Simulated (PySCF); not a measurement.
# Dipole moment and polarisability of `FC1C[SiH2][SiH2]C1`

Compound: C3H9FSi2.
Cartesian coordinates in Å at the GFN2-xTB level; atoms count from 1:
```
atom  x, y, z in Å
F1    -0.0138   -1.5023    1.3360
C2     0.0012   -1.2893   -0.0409
C3    -1.2620   -0.5253   -0.4150
Si4   -1.1632    1.2313    0.3553
Si5    1.1539    1.2319    0.3823
C6     1.2707   -0.5233   -0.3879
H7     0.0067   -2.2976   -0.4821
H8    -1.3203   -0.4757   -1.5022
H9    -2.1300   -1.0876   -0.0721
H10   -1.8738    2.1621   -0.5323
H11   -1.8660    1.2392    1.6410
H12    1.8251    1.2377    1.6851
H13    1.8848    2.1641   -0.4866
H14    2.1321   -1.0855   -0.0289
H15    1.3504   -0.4718   -1.4736
```

Level: PBE0/def2-SVPD (PySCF), static field, nuclei fixed, core orbitals frozen in the response. The polarisability tensor in these axes (au):

```
x   97.74 -0.05  0.22
y   -0.05 93.13  4.47
z    0.22  4.47 78.50
```

Question: Give the principal values, the mean and the anisotropy Δα = √{½[(α1 − α2)² + (α2 − α3)² + (α1 − α3)²]}.

Answer: Principal values 77.24, 94.39 and 97.74 au; mean 89.79 au = 13.31 Å³ = 14.80 × 10⁻⁴⁰ C²·m²/J; Δα = 19.04 au (21 % of the mean).

Question: What is the dipole moment, and where does it point?

Answer: (0.02, -0.10, -1.88) D, 1.89 D in size, pointing from the negative to the positive side. Measured along this direction, the outermost atoms are H11 and H12 at the negative end and H15 and H8 at the positive end.

Question: Molar refractivity from α?

Answer: Lorentz–Lorenz: R = (4π/3)N_A α = 2.5225 cm³/(mol·Å³) × 13.31 Å³ = 33.6 cm³/mol, in the limit of long wavelengths.

Question: Orientational against electronic polarisability at 400 K (dilute gas, rigid molecules)?

Answer: In Gaussian units μ²/3kT = 21.48 Å³ against 13.31 Å³, a ratio of 1.61; the Debye molar polarisation (4π/3)N_A(α + μ²/3kT) is 87.7 cm³/mol, leaving out the vibrational part.

Question: Find the Langevin capture rate constant for H3O+ (19.018 u) meeting this molecule (120.023 u), k = 2.342 × 10⁻⁹ cm³/s × √(α in Å³ / reduced mass in u).

Answer: The reduced mass is 16.42 u, so k = 2.11 × 10⁻⁹ cm³/s. The formula leaves out the permanent dipole, which adds to the capture rate.

Question: What would n − 1 = 2πNα be for an ideal gas of these molecules at 273.15 K and 1 atm, electronic part alone?

Answer: N = p/kT = 2.6868 × 10¹⁹ cm⁻³, so n − 1 = 2π × N × 13.31 × 10⁻²⁴ cm³ = 2246 × 10⁻⁶ at long wavelengths.

The structure is a single GFN2-xTB conformer in the gas phase; no vibrational or solvent corrections.

The run behind these numbers computed excited states as well. Time: 53 s (with the writing of density and orbital grids); peak memory 0.84 GiB. Hardware: one thread, Arm Neoverse N1 (aarch64) (shared host).
